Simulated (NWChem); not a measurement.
C2HCl2F; SMILES FC=C(Cl)Cl

Computed with NWChem. Pople sets run with spherical d functions. Geometry: optimised at PBE0/def2-SVP. Total energies compare along this basis series because the functional is fixed.

```json
[
 {"level": "B3LYP/STO-3G", "basis functions": "34", "energy (Ha)": "-1084.5615", "highest occupied level (eV)": "-4.97", "orbital gap (eV)": "7.07", "dipole (D)": "1.88", "relative time": "1"},
 {"level": "B3LYP/3-21G", "basis functions": "55", "energy (Ha)": "-1091.6168", "highest occupied level (eV)": "-7.07", "orbital gap (eV)": "6.74", "dipole (D)": "1.50", "relative time": "1"},
 {"level": "B3LYP/6-31G*", "basis functions": "80", "energy (Ha)": "-1096.9890", "highest occupied level (eV)": "-6.94", "orbital gap (eV)": "6.66", "dipole (D)": "1.28", "relative time": "5"},
 {"level": "B3LYP/6-31+G*", "basis functions": "100", "energy (Ha)": "-1097.0040", "highest occupied level (eV)": "-7.23", "orbital gap (eV)": "6.47", "dipole (D)": "1.26", "relative time": "8"},
 {"level": "B3LYP/def2-SVP", "basis functions": "83", "energy (Ha)": "-1096.6112", "highest occupied level (eV)": "-6.92", "orbital gap (eV)": "6.57", "dipole (D)": "1.08", "relative time": "3"},
 {"level": "B3LYP/def2-SVPD", "basis functions": "125", "energy (Ha)": "-1096.6412", "highest occupied level (eV)": "-7.31", "orbital gap (eV)": "6.42", "dipole (D)": "1.16", "relative time": "9"},
 {"level": "B3LYP/def2-TZVP", "basis functions": "173", "energy (Ha)": "-1097.1444", "highest occupied level (eV)": "-7.15", "orbital gap (eV)": "6.44", "dipole (D)": "1.13", "relative time": "9"},
 {"level": "B3LYP/6-311++G**", "basis functions": "133", "energy (Ha)": "-1097.1152", "highest occupied level (eV)": "-7.28", "orbital gap (eV)": "6.43", "dipole (D)": "1.23", "relative time": "10"},
 {"level": "B3LYP/aug-cc-pVTZ", "basis functions": "261", "energy (Ha)": "-1097.1528", "highest occupied level (eV)": "-7.22", "orbital gap (eV)": "6.36", "dipole (D)": "1.14", "relative time": "60"}
]
```

Times are rough ratios from one shared machine.
